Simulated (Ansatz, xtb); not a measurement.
# Isomers of BH8NSSi2 in order of energy

4 gas-phase structures of BH8NSSi2, from a drawn sample of its isomers (lower ones may exist). Each was relaxed with GFN2-xTB; where two conformers were screened, the lower at r2SCAN-D4/def2-SVP//GFN2-xTB is listed:

A. `BN([SiH3])[SiH2]S`, a singlet
B. `B[Si@@H](S)N[SiH3]`, a singlet
C. `B[SiH2]N[SiH2]S`, a singlet
D. a singlet given by its coordinates

D (Å):

```json
{"atom": "B", "x (Å)": "-1.8725", "y (Å)": "-1.5674", "z (Å)": "0.5786"}
{"atom": "N", "x (Å)": "-0.0420", "y (Å)": "0.7003", "z (Å)": "1.9759"}
{"atom": "S", "x (Å)": "-0.2377", "y (Å)": "-1.4798", "z (Å)": "-0.5931"}
{"atom": "Si", "x (Å)": "-0.4694", "y (Å)": "-0.9618", "z (Å)": "1.7575"}
{"atom": "Si", "x (Å)": "1.5180", "y (Å)": "1.4806", "z (Å)": "2.0299"}
{"atom": "H", "x (Å)": "-2.1986", "y (Å)": "-2.6973", "z (Å)": "0.6459"}
{"atom": "H", "x (Å)": "-2.6779", "y (Å)": "-0.8004", "z (Å)": "0.1867"}
{"atom": "H", "x (Å)": "0.7277", "y (Å)": "-1.6648", "z (Å)": "2.2255"}
{"atom": "H", "x (Å)": "-0.3854", "y (Å)": "-0.2233", "z (Å)": "-0.9991"}
{"atom": "H", "x (Å)": "-0.8154", "y (Å)": "1.3426", "z (Å)": "1.8884"}
{"atom": "H", "x (Å)": "2.1124", "y (Å)": "1.5363", "z (Å)": "0.6893"}
{"atom": "H", "x (Å)": "2.3539", "y (Å)": "0.7013", "z (Å)": "2.9393"}
{"atom": "H", "x (Å)": "1.2440", "y (Å)": "2.8283", "z (Å)": "2.5307"}
```

Close contacts (Å): B1–S3 2.01, B1–Si4 1.93, N2–Si4 1.73, N2–Si5 1.75, S3–Si4 2.42, B1–H6 1.18, B1–H7 1.18, N2–H10 1.01, S3–H9 1.33, Si4–H8 1.46, Si5–H11 1.47, Si5–H12 1.46, Si5–H13 1.46.

Make a reasoned guess at their ranking by r2SCAN-D4/def2-SVP//GFN2-xTB single-point energy.

Calculated order at r2SCAN-D4/def2-SVP//GFN2-xTB: A (0.000), D (1.136), C (1.705), B (1.720) eV. Less than 1 kcal/mol parts C and B, so the order within that pair means little.

Energies above the lowest of each column, in eV; the last columns are at r2SCAN-D4/def2-SVP geometries and were run for some of them only (a dash: not run or not comparable):

```
structure  GFN2-xTB  HF/STO-3G  r2SCAN-D4/def2-SVP//GFN2-xTB  r2SCAN-D4/def2-SVP  CCSD(T)/def2-SVP + ΔMP2/def2-TZVPP
        A     0.000      0.000                         0.000               0.000                               0.000
        D     1.272      1.851                         1.136               1.126                               1.286
        C     1.658      2.126                         1.705               1.628                               1.610
        B     1.618      2.146                         1.720                   –                                   –
```

Every level run on A puts it lowest or level with the lowest. Flexible structures stand in one conformer each, not always the lowest. Frequencies (GFN2-xTB) were run for A, C, D alone. The ΔMP2 step shifts differences by up to 0.146 eV, which makes them less sure. ΔMP2 is the change of the MP2 energy from the smaller to the larger basis.

Over these structures GFN2-xTB departs from r2SCAN-D4/def2-SVP//GFN2-xTB by 0.071 eV on average once a common shift is removed. A GFN2-xTB relaxation took about 0.37 s and the r2SCAN-D4/def2-SVP//GFN2-xTB energy about 1.9 s on a shared host (Ansatz 0.2.0, xtb 6.7.1).
